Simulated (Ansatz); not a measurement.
`F[SiH2]N[SiH2][SiH3]` at its PBE0-D4/def2-TZVP geometry, where that method's forces vanish. Charge 0, multiplicity 1.

```csv
atom,x (Å),y (Å),z (Å)
F1,1.033,-2.737,-0.125
Si2,-0.437,-2.247,-0.533
N3,-0.827,-0.727,0.136
Si4,-0.442,0.846,-0.499
Si5,1.063,1.995,0.883
H6,-1.371,-3.267,-0.005
H7,-0.445,-2.138,-2.008
H8,-1.216,-0.745,1.069
H9,0.155,0.615,-1.841
H10,-1.676,1.666,-0.664
H11,2.365,1.280,0.946
H12,0.507,2.084,2.262
H13,1.291,3.377,0.379
```

For each bond, give half the difference of the two atoms' forces along it (eV/Å; positive pushes the atoms apart) under PBE-D4, r2SCAN-D4, B3LYP-D4, ωB97M-V in def2-TZVPP. (Best estimate.)

The calculation gave: 
```tsv
bond	length (Å)	PBE-D4	r2SCAN-D4	B3LYP-D4	ωB97M-V
F1–Si2	1.602	0.47	0.03	0.21	0.16
Si2–N3	1.706	0.05	0.03	0.07	0.07
Si2–H6	1.480	-0.01	-0.04	-0.14	-0.17
Si2–H7	1.478	-0.01	-0.03	-0.11	-0.16
N3–Si4	1.740	0.09	0.03	0.10	0.11
N3–H8	1.011	0.18	0.02	-0.03	-0.04
Si4–Si5	2.344	-0.12	0.00	0.08	0.04
Si4–H9	1.487	0.07	-0.02	-0.09	-0.12
Si4–H10	1.491	0.06	-0.02	-0.11	-0.14
Si5–H11	1.487	0.09	-0.01	-0.07	-0.10
Si5–H12	1.490	0.09	-0.01	-0.06	-0.10
Si5–H13	1.489	0.09	-0.02	-0.06	-0.10
```

B3LYP here is the variant with VWN-RPA as its local correlation; programs differ in this.

All numbers were calculated with Ansatz.
